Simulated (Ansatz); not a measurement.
Basis sets compared for [VO2(OH)2]- (VO4H2⁻). The state is a singlet with charge -1. Geometry PBE-D4/def2-SVPD. Ansatz on 4 threads of Arm Neoverse V1 on a shared host; times are rough, and most runs start from earlier orbitals.

```xyz
7

V     0.1101   -0.1820   -0.3203
O     0.6667    0.5814   -1.6533
O     0.0739   -1.8056   -0.5005
O    -1.6206    0.4121    0.0442
H    -2.1435   -0.3289    0.3970
O     1.2218    0.2471    1.1155
H     1.6916    1.0759    0.9173
```

The restricted singlet is unstable towards broken spin symmetry in Hartree–Fock (as tested in another run); at PBE-D4/def2-SVPD, PBE-D4/def2-TZVPD, PBE0-D4/def2-SVPD, PBE0-D4/def2-TZVPD this wasn't settled.

```
            level  functions  energy (Eh)  HOMO (eV)  LUMO (eV)  wall time
 PBE-D4/def2-SVPD        142   -1245.5495      -1.35       2.40      1.4 s
PBE0-D4/def2-SVPD        142   -1245.4849      -2.94       3.27      1.9 s
```

Q: Estimate the rows for PBE-D4/def2-TZVPD, PBE0-D4/def2-TZVPD (with forces).

A: 
| level | functions | energy (Eh) | HOMO (eV) | LUMO (eV) | wall time |
| --- | --- | --- | --- | --- | --- |
| PBE-D4/def2-TZVPD | 226 | -1246.0088 | -1.25 | 2.53 | 2.2 s |
| PBE0-D4/def2-TZVPD (with forces) | 226 | -1245.9467 | -2.82 | 3.38 | 4.9 s |
